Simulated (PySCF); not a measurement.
Working out the electron affinity of Zr

Zr⁻ [Kr] 4d3 5s2 (4F) → Zr [Kr] 4d2 5s2 (3F). Computed with PySCF 2.14 in aug-cc-pwCVDZ-PP with ECP28MDF (6s6p5d3f, 70 functions), with scalar relativity through the core potential. Frozen: nothing. Energies in hartree (1 hartree = 27.21139 eV):

```
            part  Zr⁻ (lower)  Zr (upper)
             UHF   -46.296684  -46.304771
CCSD correlation    -0.334819   -0.320503
             (T)    -0.015595   -0.012072
```

Question: What does Hartree-Fock give?

Answer: (-46.304771) − (-46.296684) = -0.008087 hartree = -0.220 eV.

Question: What do CCSD and CCSD(T) give?

Answer: The CCSD correlation energies differ by 0.014316 hartree = 0.390 eV and the triples by 0.003523 hartree = 0.096 eV, so CCSD gives 0.170 eV and CCSD(T) 0.266 eV.

Reference: 0.433 eV (measured; photodetachment measurements, as compiled on the Wikipedia data page of electron affinities), between the lowest levels; spin-orbit coupling is absent from the calculation.

A double-zeta basis recovers only part of the correlation energy.

The coupled-cluster amplitudes are large, so a single reference is strained.

What remains against the reference includes basis incompleteness and higher excitations.
